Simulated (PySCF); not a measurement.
**Radial density of Mo⁺ (molybdenum, charge +1)**

PW91, [Kr] 4d4 5s1, 5s spin antiparallel (an excited configuration). Computed with PySCF 2.14 in def2-QZVPPD with the def2 core potential (28 electrons) (7s5p4d3f2g, 81 functions), with a scalar-relativistic core potential. This is the valence pseudo-density: the core potential removes the inner electrons and smooths the orbitals near the nucleus.

```tsv
r (bohr)	4πr²ρ (e/bohr)	4πr²(ρα − ρβ)
0.0649	3.349e-05	0.0000
0.109	0.0001824	0.0000
0.184	0.001713	0.0005
0.309	0.03390	0.0078
0.519	1.101	0.1311
0.874	9.339	1.2677
1.47	7.526	2.4766
2.47	1.615	0.5938
4.16	0.2765	-0.1138
6.99	0.008290	-0.0068
11.8	1.308e-05	0.0000
```

Energies and moments cover only the electrons outside the core potential. With the s spin flipped the determinant is a mixture of two multiplicities, not a spectroscopic state.
